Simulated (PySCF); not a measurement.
SMILES c1ccc(Sc2ccc[se]2)cc1 at its GFN2-xTB optimised geometry (Å):

```
20

C     -0.6951    -2.9146     0.0000
C     -1.3855    -1.7143     0.0152
C     -0.6994    -0.5135     0.0257
C      0.6879    -0.5202     0.0024
S      1.6204     0.9963     0.0281
C      0.6164     2.0428    -0.9619
C      0.3958     3.3635    -0.7120
C     -0.3637     4.0299    -1.7023
C     -0.7466     3.2549    -2.7477
Se    -0.1301     1.5082    -2.6097
C      1.3861    -1.7199     0.0000
C      0.6903    -2.9146     0.0000
H     -1.2361    -3.8484    -0.0075
H     -2.4653    -1.7085     0.0277
H     -1.2396     0.4228     0.0608
H      0.7584     3.8484     0.1777
H     -0.6305     5.0697    -1.6166
H     -1.3406     3.5589    -3.5907
H      2.4653    -1.7070    -0.0051
H      1.2329    -3.8477    -0.0063
```

Level of theory: PySCF with PBE0/def2-SVP. Cells within 0.4 Å of a nucleus heavier than hydrogen are left out (blank, or x).

Map of the HOMO−1 amplitude (bohr^(-3/2)) on the plane z = 0.0 Å; orbital energy -6.98 eV, overall sign arbitrary:

```
|222222222222222222222222222|
|222222222222222112222222222|
|222222222222222111122222222|
|222222222233332111122222222|
|222222222234542001112222222|
|222222222335784000112222222|
|222222222335796100112222222|
|222222222234675211112222222|
|222222222223454211122222222|
|222222222222333111222222222|
|222222222222222112332222222|
|2222222222222210xx432222222|
|222222222233221013432222222|
|222222222234421012322222222|
|22222222222xx3xx12222222222|
|222222222211122222222222222|
|2222222222x11222x2222222222|
|2222222222x22222x1222222222|
|222222222222222211222222222|
|22222222222xx2xx22222222222|
|22222222222xx2xx22222222222|
|222222222211122222222222222|
|222222222211222222222222222|
|222222222222222222222222222|
|222222222222222222222222222|
|222222222222222222222222222|
|222222222222222222222222222|
```
Scale: ten equal steps from -0.023 (start of '0') to 0.083 (end of '9'), in the order '0123456789'; x runs from -6.00 to 6.00, y from -6.00 (bottom) to 6.00 (top).
